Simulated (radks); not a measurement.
Results of a calculation; reference values are marked as such.
Dispersion coefficients C6 (hartree bohr^6) between ground-configuration atoms and ions, from the Casimir-Polder integral (3/pi) of alpha_A(iw) alpha_B(iw). Code: a radial shooting solver on a logarithmic mesh with Libxc functionals. Model: scalar-relativistic Kohn-Sham, LB94 model potential, spin-polarised, spherical densities, finite nucleus; open shells are filled with parallel spins first (spin-orbit coupling, left out, can overturn this in heavy ions); Fermi nuclear charge, rms radius of each element as measured or else 0.836 A^(1/3) + 0.57 fm. Response by self-consistent Sternheimer equations with the Hartree and adiabatic LDA kernel, the relativistic mass of each level held fixed and spin-orbit coupling left out. For heavy and open-shell atoms this level of theory can miss by tens of per cent.

C6     Ce2+   Ce3+   Ce4+   Ce5+   Ce6+
Ce2+  72.33
Ce3+  57.82  46.77
Ce4+  48.48  39.41  33.31
Ce5+  40.90  33.32  28.21  23.91
Ce6+  34.64  28.27  23.97  20.34  17.31

Static polarisabilities (bohr^3): Ce2+ ([Xe] 4f2) 12.75, Ce3+ ([Xe] 4f1) 7.497, Ce4+ ([Xe]) 5.887, Ce5+ ([Kr] 4d10 5s2 5p5) 4.843, Ce6+ ([Kr] 4d10 5s2 5p4) 4.029. The combination rule 2 Ca Cb / ((alpha_b/alpha_a) Ca + (alpha_a/alpha_b) Cb) gives 28.21 for Ce4+-Ce5+, against 28.21 from the integral.
